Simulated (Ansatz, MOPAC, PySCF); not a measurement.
Lewis adduct: GaH3 (SMILES [GaH3]) (first 4 atoms) with CH4O (SMILES CO); geometry from B3LYP-D3(BJ)/def2-TZVP, rigid monomers moved along the line of their centres of mass till Ga1···O6 is 3.89 Å.
(charge 0, multiplicity 1):
```csv
atom,x (Å),y (Å),z (Å)
Ga,-0.0601,-0.8509,0.7034
H,-1.2918,0.0285,0.2673
H,-0.3459,-2.2027,1.4766
H,1.3315,-0.6872,-0.0221
C,-0.2750,1.0324,5.1471
O,0.6063,1.0797,4.0097
H,-0.3471,0.0176,5.5404
H,-1.2496,1.3522,4.7883
H,0.0752,1.7198,5.9171
H,1.5040,0.8478,4.2750
```

Interaction energies are E(AB) − E(A) − E(B) at the monomers' geometry in the complex; basis-set methods are counterpoise corrected. Rows marked so take none.

Rows in STO-3G carry no dispersion term and start afresh at each structure; the Pople sets are all-electron and without relativity. The state that PM6 reach isn't checked.

Programs: Ansatz (Gaussian orbitals); MOPAC for PM6 (differences of heats of formation); PySCF for STO-3G rows, the dispersion terms. Each number belongs to the level named beside it.

Q: One of these levels gives -60.0 meV for the interaction energy. Which?
(A) HF/STO-3G (no counterpoise)
(B) PBE0/def2-TZVPPD
(C) PM6
(D) r2SCAN-D4/def2-TZVPPD

A: A, HF/STO-3G (no counterpoise). The others give -24.9 (PM6), -124.1 (r2SCAN-D4/def2-TZVPPD), -108.2 (PBE0/def2-TZVPPD)

Ansatz is an electronic-structure program.
